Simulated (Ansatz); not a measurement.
A nudged elastic band was laid between two geometries of C3H8FGeN (14 atoms, charge 0, multiplicity 1).

Theory: RKS PBE0-D4/def2-SVP (Ansatz 0.2.0).

| Quantity | Value |
| --- | --- |
| movable images | 7 |
| climbing image | yes |
| spring | 5.0 eV/Å² |
| optimiser | quadratic models (default) |
| start path | IDPP |
| force threshold | 0.05 eV/Å |
| iteration limit | 57 |
| end points | relaxed |

First end point:

```xyz
14
Properties=species:S:1:pos:R:3
C 0.224 -1.840 0.661
C 0.028 -0.936 -0.536
N -0.469 0.360 -0.135
Ge 0.193 1.839 0.777
C -0.531 1.469 -0.990
F -1.774 1.863 -1.394
H 0.577 -2.835 0.351
H -0.719 -1.960 1.214
H 0.971 -1.418 1.354
H -0.706 -1.388 -1.227
H 0.979 -0.851 -1.104
H -0.648 2.229 1.989
H 1.716 1.941 0.932
H 0.147 1.496 -1.863
```

Last end point:

```xyz
14
Properties=species:S:1:pos:R:3
C 0.957 -1.486 -0.083
C -0.410 -1.015 -0.555
N -0.764 0.330 -0.162
Ge -0.632 1.463 1.298
C -0.104 1.494 -0.575
F -0.744 2.251 -1.518
H 1.157 -2.516 -0.418
H 1.021 -1.471 1.017
H 1.765 -0.849 -0.477
H -1.191 -1.693 -0.174
H -0.472 -1.072 -1.657
H -1.984 1.953 1.813
H 0.423 1.138 2.364
H 0.967 1.444 -0.844
```

(1) Which bonds break or form, and what moves?

(2) What energy profile does the band end with?

(3) What is the geometry of the highest image?

## Answers

(1) No bond is made or broken. The dihedral H11–C2–N3–Ge4 goes from -53 to -164°.

(2) It converged. The highest image is number 4 of 0 to 8, 0.045 eV above the first end and 0.028 eV above the last; the last end lies 0.018 eV above the first. A vibrational analysis at the climbing image gives one clearly imaginary mode, 54i cm⁻¹: a first-order saddle point.

```json
{"image": "0", "path coordinate (Å)": "0.00", "energy (eV)": "0.000", "dihedral H11–C2–N3–Ge4 (°)": "-53"}
{"image": "1", "path coordinate (Å)": "0.62", "energy (eV)": "0.006", "dihedral H11–C2–N3–Ge4 (°)": "-68"}
{"image": "2", "path coordinate (Å)": "1.25", "energy (eV)": "0.021", "dihedral H11–C2–N3–Ge4 (°)": "-83"}
{"image": "3", "path coordinate (Å)": "1.87", "energy (eV)": "0.036", "dihedral H11–C2–N3–Ge4 (°)": "-99"}
{"image": "4", "path coordinate (Å)": "2.49", "energy (eV)": "0.045", "dihedral H11–C2–N3–Ge4 (°)": "-115"}
{"image": "5", "path coordinate (Å)": "3.08", "energy (eV)": "0.045", "dihedral H11–C2–N3–Ge4 (°)": "-128"}
{"image": "6", "path coordinate (Å)": "3.67", "energy (eV)": "0.035", "dihedral H11–C2–N3–Ge4 (°)": "-140"}
{"image": "7", "path coordinate (Å)": "4.26", "energy (eV)": "0.023", "dihedral H11–C2–N3–Ge4 (°)": "-152"}
{"image": "8", "path coordinate (Å)": "4.84", "energy (eV)": "0.018", "dihedral H11–C2–N3–Ge4 (°)": "-164"}
```

(3) 
```xyz
14
Properties=species:S:1:pos:R:3
C 0.613 -1.706 0.420
C -0.230 -0.986 -0.616
N -0.582 0.361 -0.225
Ge -0.271 1.652 1.057
C -0.242 1.540 -0.888
F -1.208 2.106 -1.676
H 0.830 -2.738 0.106
H 0.084 -1.754 1.385
H 1.570 -1.187 0.586
H -1.147 -1.571 -0.812
H 0.315 -0.935 -1.576
H -1.505 2.043 1.871
H 1.048 1.569 1.839
H 0.714 1.577 -1.444
```

The run took 110 s on 2 threads of Intel(R) Xeon(R) 6975P-C (Granite Rapids) (shared host), peak memory 0.46 GiB.
